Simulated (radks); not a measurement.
Results of a calculation; reference values are marked as such.
Question: The mean radii <r> (bohr) of the occupied orbitals of an atom or ion are listed with their occupations. Code: a radial shooting solver on a logarithmic mesh with Libxc functionals. Model: scalar-relativistic Kohn-Sham, exchange-only B88, spin-polarised, spherical densities, point nucleus.

orbital  occ.      <r>
1s up       1  0.03185
1s down     1  0.03185
2s up       1   0.1383
2s down     1   0.1383
2p up       3   0.1206
2p down     3   0.1206
3s up       1   0.3794
3s down     1   0.3793
3p up       3   0.3787
3p down     3   0.3786
3d up       5   0.3576
3d down     5   0.3574
4s up       1   0.9389
4p up       3    1.030
4p down     3    1.034
4d up       5    1.463
4d down     5    1.470
5s up       1    3.262

Name the element and its charge. Open shells, if any, are filled with parallel spins first.

Answer: Z = 46, palladium, charge 0: Pd in [Ar] 3d10 4s1 4p6 4d10 5s1. The 1s radius gives Z: for a bare nucleus <r> = (2 gamma + 1)/(2Z) with gamma = sqrt(1 - (Z/c)^2), 0.03135 bohr for Z = 46, and screening makes it slightly larger (0.03185 here). The occupations add up to 46, and the charge is Z minus that.
